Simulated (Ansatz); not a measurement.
OSi, triplet, geometry from GFN2-xTB (the spin is typed, not shown lowest); CCSD(T)/6-31G** run with Ansatz (a program for electronic structure).

The Ansatz input:
Ansatz 0.2 input:
```yaml
crystal:
  periodic: [false, false, false]
  atoms:
    - {symbol: Si, position_ang: [-0.00000000, -0.00000000, -0.55809941]}
    - {symbol: O, position_ang: [0.00000000, 0.00000000, 0.97667397]}
basis:
  gaussian:
    orbitals: 6-31G__.json
magnetization: {spin_polarized: true, initial_magnetization: 2}
correlation: {method: ccsd_t}
scf: {lower_state_search: off}
```
The basis file holds 6-31G** in the JSON format of the Basis Set Exchange.

Output, abridged:

```
Functional definition: HF
these checks for a lower state are left out or cut short: stability, starts, cluster_reference, orbital_swaps, neighbouring_geometries, increment
292 factors; integrals over basis functions are off by at most 9.5e-4 eV
mean field evaluation 1: about -9891.9210 eV, gradient 2.6e1 eV
mean field evaluation 2: about -9891.9468 eV, gradient 2.6e1 eV
mean field evaluation 4: about -9895.0790 eV, gradient 2.2e0 eV
mean field evaluation 8: about -9895.1531 eV, gradient 2.7e-1 eV
mean field evaluation 16: about -9895.1672 eV, gradient 3.9e-5 eV
mean field -9895.16718065 eV, -363.6406867038 hartree, gradient 1.2e-6 eV, S^2 2.036132; 0 other end points of the search recorded, 0 dependent functions left out
6 core orbitals not correlated
reference -9895.16718065 eV, -363.6406867038 hartree; 6, 4 occupied and 22, 24 virtual orbitals, 292 factors
second order -6.24688544 eV of doubles, -0.00000000 eV of singles
cycle   1  -6.25267553 eV  change   -5.8e-3 eV  update   1.1e-1
cycle   2  -6.56759905 eV  change   -3.1e-1 eV  update   4.5e-2
cycle   3  -6.71532636 eV  change   -1.5e-1 eV  update   3.6e-2
cycle   4  -6.73503148 eV  change   -2.0e-2 eV  update   1.9e-2
cycle   5  -6.75235416 eV  change   -1.7e-2 eV  update   1.2e-2
cycle   6  -6.75546852 eV  change   -3.1e-3 eV  update   4.2e-3
cycle   7  -6.75663872 eV  change   -1.2e-3 eV  update   1.2e-3
cycle   8  -6.75695815 eV  change   -3.2e-4 eV  update   3.6e-4
cycle   9  -6.75694201 eV  change    1.6e-5 eV  update   1.3e-4
cycle  10  -6.75696201 eV  change   -2.0e-5 eV  update   3.9e-5
cycle  11  -6.75697937 eV  change   -1.7e-5 eV  update   1.7e-5
cycle  12  -6.75697661 eV  change    2.8e-6 eV  update   8.4e-6
perturbative correction -0.25025866 eV, -0.0091968363 hartree
Total energy: -9902.17441593 eV, -363.8981978504 hartree
Checks for a lower state left out: stability, starts, cluster_reference, orbital_swaps, neighbouring_geometries, increment
```
